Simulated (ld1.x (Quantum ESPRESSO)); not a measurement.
# An all-electron radial function and its pseudo partner (nitrogen (N))

Columns: radius, all-electron u(r) and pseudo u(r) of the 2p shell (level -10.09 eV) of nitrogen in the configuration [He] 2s2 2p2.75; PBEsol, scalar-relativistic, ultrasoft scheme, ld1.x (Quantum ESPRESSO) 7.5.

```tsv
r (bohr)	all-electron	pseudo
0.125	0.1079	0.0106
0.250	0.2964	0.0417
0.375	0.4724	0.0908
0.500	0.6096	0.1541
0.625	0.7059	0.2269
0.750	0.7646	0.3036
0.875	0.7925	0.3790
1.000	0.7965	0.4479
1.125	0.7833	0.5060
1.250	0.7579	0.5501
1.375	0.7245	0.5787
1.500	0.6862	0.5912
1.625	0.6452	0.5886
1.750	0.6030	0.5731
1.875	0.5609	0.5475
2.000	0.5197	0.5150
2.125	0.4799	0.4789
2.250	0.4420	0.4419
2.375	0.4061	0.4061
2.500	0.3724	0.3724
2.625	0.3409	0.3409
2.750	0.3117	0.3117
2.875	0.2846	0.2846
3.000	0.2596	0.2596
3.125	0.2366	0.2366
3.250	0.2155	0.2155
```

(1) How many radial nodes do the two functions have?

(2) At about which radius was the pseudo-wave matched?

(3) Is the pseudo-wave norm-conserving?

Results:

(1) The all-electron 2p function has n − l − 1 = 0; the pseudo-wave has 0.

(2) 2.50 bohr. The columns agree to 0.0005 from 2.25 bohr on; several derivatives are matched, so the curves merge somewhat inside the radius.

(3) No, it belongs to an ultrasoft set: the norm inside the radius is not constrained, and the difference is carried by the augmentation charge.
